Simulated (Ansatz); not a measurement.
# Abstraction of H: GeH2Cl2 + GeH2(NH)(NH2) → GeHCl2 + GeH2(NH2)2

Species: GeH2Cl2 (dichlorogermane) `[Cl][GeH2][Cl]`, singlet; GeH2(NH)(NH2), doublet; GeHCl2 `[Cl][GeH][Cl]`, doublet; GeH2(NH2)2, singlet. A radical takes H: the energy is the difference in strength between the Ge–H bond broken and the N–H bond made.

Shapes, held fixed at every level: PBE0-D4/def2-TZVP. Flexible molecules stand in one conformer, not always the lowest. Programs: Ansatz 0.2.0. The zero-point and thermal change to 298 K, harmonic and unscaled (PBE0-D4/def2-TZVP), is +12.9 kJ/mol.

Task: Estimate ΔH(298 K) of this reaction.

Result: The highest level, CCSD(T)/def2-TZVPP, gives ΔH(298 K) = -102.3 kJ/mol; the levels span -146.7 to -59.7. The column of differences is taken from that level and isn't an error. No measured value is set beside it here. Open shells run unrestricted. Relativity is left out for Ge. Outer-core shells of Ge are correlated in most correlated rows, in sets that cover them unevenly.

| level | kind | ΔH(298 K) (kJ/mol) | less CCSD(T)/def2-TZVPP |
| --- | --- | --- | --- |
| MP2/def2-SVP | perturbation theory | -116.5 | -14.2 |
| HF/def2-TZVPP | Hartree–Fock | -59.7 | +42.6 |
| SPW92/def2-TZVPP | LDA | -146.7 | -44.4 |
| wB97M-V/def2-TZVPP | range-separated hybrid | -115.9 | -13.6 |
| B2PLYP/def2-TZVPP | double hybrid | -112.0 | -9.7 |
| CCSD(T)/def2-SVP | coupled cluster or CI | -98.7 | +3.6 |
| CCSD/def2-SVP | coupled cluster or CI | -95.3 | +7.0 |
| CCSD(T)/def2-TZVPP | coupled cluster or CI | -102.3 | 0.0 |
